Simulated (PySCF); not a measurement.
**Heteronuclear NMR**

Structure with atom numbers: `[BH3-:1][N+:2]#[C:3][CH2:4][O:5][C:6]([F:7])([F:8])[F:9]`. Hydrogens are named by the atom that carries them.

Theoretical values (PySCF): spin–spin couplings from B3LYP/pcJ-1 (spin–dipole term only in couplings to heteroatoms), shieldings: GIAO PBE0/pcSseg-1, structure optimised with PBE0-D3(BJ)/def2-SVP. Non-relativistic Hamiltonian, isolated molecule, a single conformation, averaged over atoms made equivalent by symmetry, fast rotation or ring inversion.

(1) Predict the ¹⁹F NMR data.

(2) Where does ¹⁵N resonate?

(3) Predict the ¹⁷O NMR data.

## Answers

(1) 
```csv
atoms,environment,σ (ppm),δ (ppm)
F7/F8/F9,fluorine of an OCF3 group,255.5,-65.0
```

Shieldings were converted by a linear fit to measured shifts: ¹⁹F (scatter 6.9 ppm rms, 7.7 ppm with the 5 outliers that the fit left out vs CFCl3, solution or neat liquid, with a term for F on sp3 carbon). Occasional misses reach two or three times the rms, and more in compound classes unlike the fitted ones. Couplings are scaled by factors fitted to measured values: ²J(H,H) × 0.91 (rms 0.6 Hz), ¹J(C,F) × 0.77 (rms 7.3 Hz), ³J(C,F) × 1.48 (rms 1.3 Hz); all others are unscaled and can be 10–30 % off.

Couplings (the largest are listed; each averaged over equivalent pairs): ¹J(C6,F7) = -261.0 Hz, ²J(O5,F7) = -14.6 Hz, ²J(F7,F8) = -1.8 Hz, ³J(C4,F7) = 6.8 Hz.

On a 400 MHz spectrometer ¹⁹F resonates near 376.4 MHz, so 1 ppm is 376.4 Hz.

(2) 
```json
{"atoms": "N2", "environment": "donor nitrogen of a Lewis adduct", "σ (ppm)": "11.6", "δ (ppm)": "-161.0"}
```

Shieldings were converted by a linear fit to measured shifts: ¹⁵N: δ = -150.45 − 0.916σ (rms 7.2 ppm, 79 shifts vs CH3NO2, solution or neat liquid). Occasional misses reach two or three times the rms, and more in compound classes unlike the fitted ones. Couplings are scaled by factors fitted to measured values: ²J(H,H) × 0.91 (rms 0.6 Hz), ¹J(C,F) × 0.77 (rms 7.3 Hz), ³J(C,F) × 1.48 (rms 1.3 Hz); all others are unscaled and can be 10–30 % off.

Couplings (the largest are listed; each averaged over equivalent pairs): ¹J(B1,N2) = -8.9 Hz, ²J(N2,H(B1)) = 2.6 Hz, ³J(N2,H(C4)) = -2.4 Hz. Signs are for ¹⁵N, whose magnetogyric ratio is negative.

On a 500 MHz spectrometer ¹⁵N resonates near 50.7 MHz, so 1 ppm is 50.7 Hz.

(3) 
```
atoms   environment  σ (ppm)  δ (ppm)
   O5  ether oxygen    234.4     55.0
```

Shieldings were converted by a linear fit to measured shifts: ¹⁷O: δ = 264.06 − 0.892σ (rms 13.4 ppm, 147 shifts, 14.2 ppm with the 1 outlier that the fit left out vs liquid water, solution or neat liquid). A few per cent of atoms miss by over 2 rms, more outside the fitted compound classes. Couplings are scaled by factors fitted to measured values: ²J(H,H) × 0.91 (rms 0.6 Hz), ¹J(C,F) × 0.77 (rms 7.3 Hz), ³J(C,F) × 1.48 (rms 1.3 Hz); all others are unscaled and can be 10–30 % off.

Couplings (the largest are listed; each averaged over equivalent pairs; quadrupolar broadening usually hides them): ²J(O5,F7) = -14.6 Hz, ²J(O5,H(C4)) = -3.0 Hz.

On a 500 MHz spectrometer ¹⁷O resonates near 67.8 MHz, so 1 ppm is 67.8 Hz.
